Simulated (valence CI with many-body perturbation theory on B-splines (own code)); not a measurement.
Hyperfine factors and g values of Ho16+

Calculated by valence CI with perturbative core correlation (CI+MBPT): five valence electrons over a frozen Dirac-Fock core [Kr] 4d10, a basis of 7 s, 7 p, 7 d, 7 f, 4 g, 2 h functions for each j, with the one-electron correlation potential Σ1 (screened to all orders), the two-electron term Σ2, the three-electron term Σ3, Breit, model QED; selected single and double excitations, second order for the rest, scaled by the run's own slope (own B-spline code, finite nucleus).

No measured levels were compared; by estimate terms of the open shell hold to a few per cent of their energy, and close levels can change places. Among the levels kept, up to 1100 cm⁻¹ of a level comes from second order outside the variational space, and about a tenth of that is noise between levels of different J, which matters for small intervals.

A/g_I is the dipole constant over the nuclear g factor μ/I (μ in nuclear magnetons, uniformly magnetised nucleus), B/Q the quadrupole constant per barn. Both hold the static response of the core; the bare values leave it out. Large factors of s and p1/2 electrons are usually good to 5 to 10 %; those of open d and f shells near neutrality can be off by tens of per cent, and small factors of p3/2, d and f electrons come from cancelling terms and can be off by a factor of two or in sign, in half-filled shells by more. B is blank for J = 1/2, where it vanishes, and for nearly pure S terms. Energies count from the lowest level.

Names give the largest LS component (configuration and term), which can be under half, so a name can repeat, a term be missing and a line seem to break the LS rules; names also repeat where a configuration has a term twice. Letters in brackets count levels of one name in rising energy.

```tsv
Level	E (cm⁻¹)	g	A/g_I (MHz)	A/g_I bare	B/Q (MHz/b)	B/Q bare
4f⁵ ⁶H°_5/2	0.0	0.314	3060	2230	-1760	-1460
4f⁵ ⁶H°_7/2	3115	0.834	1710	1550	-1490	-1250
4f⁵ ⁶H°_9/2	6485	1.069	1110	1260	-1530	-1290
4f⁵ ⁶H°_11/2	9922	1.196	811	1140	-1760	-1490
4f⁵ ⁶F°_1/2	12957	-0.627	6280	4430		
4f⁵ ⁶F°_3/2	13307	1.041	1440	1620	-180	-149
4f⁵ ⁶H°_13/2	13327	1.270	653	1090	-2130	-1810
4f⁵ ⁶F°_5/2	14295	1.279	705	1170	-181	-157
4f⁵ ⁶H°_15/2	16591	1.316	575	1080	-2610	-2220
4f⁵ ⁶F°_7/2	16818	1.376	351	915	114	78.1
4f⁵ ⁶F°_9/2	20131	1.420	199	810	517	406
4f⁵ ⁶F°_11/2	23770	1.442	144	785	1010	813
4f⁵ ⁴G°_5/2 [a]	30639	0.800	2000	1850	-1630	-1360
4f⁵ ⁴F°_3/2 [a]	33656	0.453	2800	2170	-137	-113
4f⁵ ⁴M°_15/2	34646	0.898	1630	1580	1260	1020
4f⁵ ⁴G°_7/2 [a]	36768	1.064	1210	1380	-1510	-1270
4f⁵ ⁴I°_9/2 [a]	37052	0.749	1980	1730	-1180	-966
4f⁵ ⁴I°_11/2 [a]	37808	0.898	1620	1570	-728	-609
4f⁵ ⁴K°_13/2 [a]	38135	0.967	1470	1520	-239	-218
4f⁵ ⁴M°_17/2	40047	0.991	1370	1440	1690	1380
4f⁵ ⁴G°_5/2 [b]	41581	1.153	1140	1480	-918	-765
4f⁵ ⁴I°_15/2 [a]	42476	1.064	1180	1350	-368	-329
4f⁵ ⁴G°_9/2 [a]	43264	1.168	926	1230	-1260	-1080
4f⁵ ⁴F°_5/2 [a]	43866	1.234	742	1130	-339	-291
4f⁵ ⁴M°_19/2	44060	1.071	1180	1360	1820	1490
4f⁵ ⁴L°_13/2	45788	0.931	1480	1460	-476	-390
4f⁵ ⁶P°_3/2	46802	1.973	-1570	-326	213	167
4f⁵ ⁴D°_1/2 [a]	46913	0.298	4150	3580		
4f⁵ ⁴M°_21/2	46927	1.128	1060	1330	1840	1500
4f⁵ ⁴L°_15/2	47080	1.033	1270	1400	-67.2	-65.3
4f⁵ ⁴K°_11/2 [a]	47133	0.857	1660	1540	-1010	-820
4f⁵ ⁴F°_7/2 [a]	48808	1.210	822	1180	126	83.9
4f⁵ ⁴G°_11/2 [a]	48854	1.199	849	1190	-306	-276
4f⁵ ⁴L°_17/2	49917	1.080	1150	1340	-33.2	-43.4
4f⁵ ⁴K°_13/2 [b]	50026	0.976	1420	1470	-1020	-837
4f⁵ ⁴D°_7/2 [a]	51579	1.391	136	672	637	515
4f⁵ ⁴H°_7/2 [a]	51905	0.778	1860	1630	25.4	23.5
4f⁵ ⁴F°_9/2 [a]	52325	1.133	1030	1300	240	184
4f⁵ ⁴D°_3/2 [a]	52755	1.451	104	753	-34.0	-19.6
4f⁵ ⁶P°_5/2	53062	1.561	-96.9	720	-1150	-956
```
